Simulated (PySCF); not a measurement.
## Worked example: chemical shift, span and skew from a shielding tensor

C₄H₃F₃O, SMILES FC1=CCC(F)(F)O1. Atoms are numbered in the order given.

```xyz
11

F      0.6799    -2.4358     0.0000
C      0.0517    -1.2981     0.0000
C     -1.2517    -1.0278     0.0000
C     -1.3745     0.4651     0.0000
C      0.0935     0.9109     0.0000
F      0.4150     1.6396     1.0743
F      0.4150     1.6396    -1.0743
O      0.8884    -0.2351     0.0000
H     -2.0574    -1.7561     0.0000
H     -1.8763     0.8728     0.8912
H     -1.8763     0.8728    -0.8912
```

Geometry: PBE0-D3(BJ)/def2-SVP. This is a generated structure with no PubChem entry under its InChIKey; it may be hypothetical. One conformer was computed; it need not be the lowest.

GIAO shieldings from KT2/pcSseg-1 in PySCF, non-relativistic, no solvent. The symmetric part of the tensor of C3 has the principal values 68.7, 145.0, 147.2 ppm. The same nucleus in TMS has σ = 185.1 ppm at this level (PySCF, at its B3LYP-D3(BJ)/def2-TZVP geometry).

Q: Work out the isotropic shielding, the ¹³C shift against TMS, the span and the skew.

A: 
σ(iso) = (σ11 + σ22 + σ33)/3 = 120.3 ppm. δ = σ(ref) − σ(iso) = 185.1 − (120.3) = 64.8 ppm.
Span Ω = σ33 − σ11 = 78.5 ppm. Skew κ = 3(σ(iso) − σ22)/Ω = -0.94. Tumbling in solution averages the tensor to δ; in a static solid the shielding alone would spread this spin-1/2 line over Ω.
